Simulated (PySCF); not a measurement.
# Ionisation energy of Pm²²⁺ by level of theory

Pm²²⁺ [Kr] 4d3 [4d3/2^3, M_J = 3/2] → Pm²³⁺ [Kr] 4d2 [4d3/2^2, M_J = 2], as a difference of total energies. Calculation: PySCF 2.14, in an even-tempered Gaussian basis (18 s from 1.5 bohr⁻², ratio 2.8; 14 p from 2 bohr⁻², ratio 2.8; 9 d from 2 bohr⁻², ratio 2.8; 4 f from 7.8 bohr⁻², ratio 3); the two-component X2C-1e Hamiltonian. Correlated levels: [Ar] 3d10 frozen; the 94 highest virtual spinors dropped. "Screened" scales the spin-orbit matrix elements by Boettger's factors to mimic the two-electron term; Breit and QED terms are absent.

| method | ionisation energy (eV) |
| --- | --- |
| GHF (screened spin-orbit) | 687.88 |
| GMP2 (screened spin-orbit) | 688.42 |

Q: How much does correlation contribute at GMP2 (screened spin-orbit)?

A: 688.42 − (687.88) = 0.54 eV, measured against GHF (screened spin-orbit).

Breit and QED terms and the two-electron picture change are absent.

The labels give the starting determinants; with spin-orbit coupling the two ends relaxed to ⟨J²⟩ = 4.31, ⟨L²⟩ = 9.77, ⟨S²⟩ = 2.73 and ⟨J²⟩ = 6.09, ⟨L²⟩ = 10.60, ⟨S²⟩ = 1.62.

The determinant of Pm²²⁺ mixes levels of different J (the jj label is only the starting occupation), so the difference between spin-free and spin-orbit rows is not the physical spin-orbit shift.

For comparison: 689 ± 4 eV (theoretical estimate listed by NIST; NIST Atomic Spectra Database, ionization energies).
